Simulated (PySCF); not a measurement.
Species: C₆H₁₀BNSi.
Bonds: Si1–N2, N2–B3, B3–C4, C4–C5 (double), C5–C6, C6–C7 (double), C7–C8, C8–C9 (double), B3–C9. Hydrogens: H10, H11, H12 on Si1; H13 on N2; H14 on C4; H15 on C5; H16 on C6; H17 on C7; H18 on C8; H19 on C9.

Computed with PySCF at PBE0/pcSseg-1 and B3LYP/def2-SVPD, non-relativistic, on one gas-phase PBE0-D3(BJ)/def2-SVP geometry that isn't relaxed in the solvent. The solvent is an IEF-PCM continuum (van der Waals radii × 1.2). The model holds no explicit solvent molecules, cavitation or dispersion.

Gas phase at PBE0/pcSseg-1: HOMO -6.46 eV, LUMO -1.82 eV, dipole 0.97 D.

Problem. What does the continuum do to the energy, the frontier levels and the dipole at PBE0/pcSseg-1 in cyclohexane and chloroform?

Solution. 
```
    solvent      ε  E(solvent) − E(gas) (kcal/mol)  polarisation term (kcal/mol)  distortion of the solute (kcal/mol)  HOMO (eV)  LUMO (eV)  dipole (D)
cyclohexane  2.017                           -1.40                         -1.46                                 0.06      -6.44      -1.80        1.08
 chloroform  4.711                           -2.68                         -2.93                                 0.25      -6.45      -1.82        1.17
```

The first energy column is the sum of the next two and covers electrostatics alone. From cyclohexane to chloroform the lowering changes by a factor 1.92, Onsager's factor (ε − 1)/(2ε + 1) by 1.76 and ε itself by 2.3.

Problem. Which Mulliken charges (PBE0/pcSseg-1) respond most in chloroform (means over atoms taken as equivalent)?

Solution. 
```
  atoms                 environment  gas (e)  solvent (e)  change
     B3                  ring boron   +0.705       +0.666  -0.039
    H13                N–H hydrogen   +0.206       +0.224  +0.018
H16/H17            vinylic hydrogen   +0.107       +0.120  +0.013
H14/H19            vinylic hydrogen   +0.116       +0.129  +0.013
H15/H18            vinylic hydrogen   +0.103       +0.115  +0.012
  C6/C7  unsaturated ring CH carbon   -0.127       -0.136  -0.009
```

Problem. Which Mayer bond orders change most in chloroform?

Solution. 
| bond | length (Å) | gas | solvent | change |
| --- | --- | --- | --- | --- |
| N2–B3 | 1.433 | 1.144 | 1.158 | +0.014 |
| B3–C4 | 1.545 | 0.975 | 0.987 | +0.012 |
| C4–C5 | 1.364 | 1.742 | 1.732 | -0.010 |
| C9–B3 | 1.546 | 0.955 | 0.964 | +0.009 |
| N2–H13 | 1.015 | 0.919 | 0.910 | -0.009 |
| C8–C9 | 1.364 | 1.763 | 1.756 | -0.007 |
| C6–C7 | 1.366 | 1.669 | 1.665 | -0.004 |
| Si1–N2 | 1.748 | 0.952 | 0.955 | +0.003 |

Gas phase at B3LYP/def2-SVPD: HOMO -6.28 eV, LUMO -2.04 eV, dipole 1.03 D.

Problem. What does the continuum do to the energy, the frontier levels and the dipole at B3LYP/def2-SVPD in chloroform?

Solution. 
```csv
solvent,ε,E(solvent) − E(gas) (kcal/mol),polarisation term (kcal/mol),distortion of the solute (kcal/mol),HOMO (eV),LUMO (eV),dipole (D)
chloroform,4.711,-2.21,-2.45,0.24,-6.24,-2.00,1.26
```

Problem. How does the static polarisability (B3LYP/def2-SVPD, frozen core, with the continuum's full static response) change?

Solution. 
```
    medium  isotropic (au)  principal values (au)  ⟨r²⟩ of the electrons (bohr²)
       gas           127.2     77.6, 129.8, 174.3                         1799.5
chloroform           163.4     98.3, 171.4, 220.6                         1798.2
```

The isotropic value in chloroform is 1.28 times the gas-phase one; no cavity-field correction is applied. ⟨r²⟩ is taken about the centre of nuclear charge.

On Arm Neoverse N1, one thread, shared host with 64 logical CPUs at a one-minute load of 52, this took 76 s of wall time and 1.1 GiB of memory at its peak. This is the whole shielding run at PBE0/pcSseg-1 in chloroform, SCF included.

The values belong to the conformer `[SiH3:1][NH:2][B:3]1[CH:4]=[CH:5][CH:6]=[CH:7][CH:8]=[CH:9]1`: Si1–N2–B3–C4 -179°.
